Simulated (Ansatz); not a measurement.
One geometry of Li₃Cl₃, several levels of theory.

```yaml
crystal:
  periodic: [false, false, false]
  atoms:
    - {symbol: Li, position_ang: [0.978180, 1.631845, 0.080499]}
    - {symbol: Li, position_ang: [-1.904147, 0.026915, 0.041013]}
    - {symbol: Li, position_ang: [0.925090, -1.657789, -0.121672]}
    - {symbol: Cl, position_ang: [2.375737, -0.033577, -0.058424]}
    - {symbol: Cl, position_ang: [-1.155164, 2.070555, 0.134513]}
    - {symbol: Cl, position_ang: [-1.219706, -2.037948, -0.075930]}
basis:
  gaussian: {orbitals: def2-TZVPD, initial_orbitals: start.molden}
hamiltonian: {xc: pbe, dispersion: d4}
scf: {omitted_lower_state_checks: [starts]}
output: {orbitals: {seedname: orbitals}}
```

The file start.molden holds the orbitals of an earlier run on this structure, at another level or in another basis.

```sh
$ ansatz run in.yaml --threads 4 --pin off --events-out ev --progress --plain --max-ram 3916MiB
```

It prints (some lines left out):

```
Functional definition: PBE
  name "PBE"
  cite "Perdew, Burke & Ernzerhof, Phys. Rev. Lett. 77, 3865 (1996) doi:10.1103/PhysRevLett.77.3865"
  parent pbe
  parameter kappa = 0.804
  parameter beta = 0.06672455060314922
  exchange = pbe_x(kappa = kappa, mu = beta*pi^2/3)
  correlation = pbe_c(beta = beta)
these checks for a lower state are left out or cut short: starts
1335 factors; their error is unknown
mean field evaluation 1: about -38175.4712 eV, gradient 1.6e1 eV
mean field evaluation 2: about -38175.6469 eV, gradient 2.8e-1 eV
mean field evaluation 4: about -38175.6423 eV, gradient 5.3e-2 eV
mean field -38175.64234480 eV, -1402.9289797915 hartree, gradient 4.8e-5 eV, S^2 0.000000; 0 other end points of the search recorded, 0 dependent functions left out
reference -38175.64240506 eV, -1402.9289820062 hartree; 30, 30 occupied and 159, 159 virtual orbitals, 1335 factors
Total energy: -38175.77612613 eV, -1402.9338961649 hartree
Checks for a lower state left out: starts
```

It took 1.8 s on 4 threads of Arm Neoverse V2 on a shared host.

First input, but with `gaussian: {orbitals: def2-TZVP, initial_orbitals: start.molden}`, `hamiltonian: {xc: pbe0, dispersion: d4}`, `output: {forces: true, orbitals: {seedname: orbitals}}` (abridged; 2.1 s):

```
Functional definition: PBE0
mean field -38179.04361209 eV, -1403.0539740591 hartree, gradient 5.8e-5 eV, S^2 0.000000
Total energy: -38179.16330810 eV, -1403.0583728064 hartree
Atom 0 force     0.008076     0.014800    -0.003503 eV/Å
Atom 1 force    -0.016440     0.000567     0.001763 eV/Å
Atom 2 force     0.008400    -0.015700     0.002021 eV/Å
Atom 3 force    -0.068136     0.000714     0.002598 eV/Å
Atom 4 force     0.032842    -0.058744    -0.001463 eV/Å
Atom 5 force     0.035259     0.058364    -0.001416 eV/Å
Dipole moment:    -0.001115     0.001269    -0.000174 e Å
Checks for a lower state left out: starts
```

The first input with `gaussian: {orbitals: def2-TZVP, initial_orbitals: start.molden}`, `hamiltonian: {xc: {name: BLYP}, dispersion: d4}` (abridged; 1.4 s):

```
Functional definition: BLYP
mean field -38192.59641307 eV, -1403.5520303087 hartree, gradient 1.9e-5 eV, S^2 0.000000
Total energy: -38192.86693653 eV, -1403.5619718624 hartree
Checks for a lower state left out: starts
```

First input, but with `gaussian: {orbitals: def2-TZVP, initial_orbitals: start.molden}`, `hamiltonian: {xc: {name: LC-wPBE}}` (abridged; 1.4 s):

```
Functional definition: LC-wPBE
mean field -38181.72352788 eV, -1403.1524591478 hartree, gradient 1.2e-5 eV, S^2 0.000000
Total energy: -38181.72352789 eV, -1403.1524591481 hartree
Checks for a lower state left out: starts
```

As the first input, with `gaussian: {orbitals: def2-TZVP, initial_orbitals: start.molden}`, `hamiltonian: {xc: pbe}`, `correlation: {method: rpa}` and without the key `output` (abridged; 2.2 s):

```
Functional definition: PBE
mean field -38175.54858230 eV, -1402.9255340833 hartree, gradient 2.3e-6 eV, S^2 0.000000
15 core orbitals not correlated: weight in the atoms' cores, before any rotation towards them, 1.000 or more for the frozen orbitals, at most 0.000 for the correlated occupied ones
Total energy: -38161.21639535 eV, -1402.3988359277 hartree
Checks for a lower state left out: starts
```

The first input with `gaussian: {orbitals: def2-SVP, initial_orbitals: start.molden}` (abridged; 0.75 s):

```
Functional definition: PBE
mean field -38162.39147443 eV, -1402.4420192873 hartree, gradient 3.3e-6 eV, S^2 0.000000
Total energy: -38162.52529792 eV, -1402.4469372098 hartree
Checks for a lower state left out: starts
```

As the first input, with `hamiltonian: {xc: r2scan, dispersion: d4}` (abridged; 3.8 s):

```
Functional definition: r2SCAN
mean field -38190.25196431 eV, -1403.4658734060 hartree, gradient 1.2e-5 eV, S^2 0.000000
Total energy: -38190.28680281 eV, -1403.4671536970 hartree
Checks for a lower state left out: starts
```

Geometry: PBE-D4/def2-SVP.

LC-ωPBE has ω = 0.4 bohr⁻¹. Correlated methods freeze 15 core orbitals; core or outer-core shells of Li are correlated, in sets that lack core-valence functions. The structure comes from a short search, and lower isomers may exist.
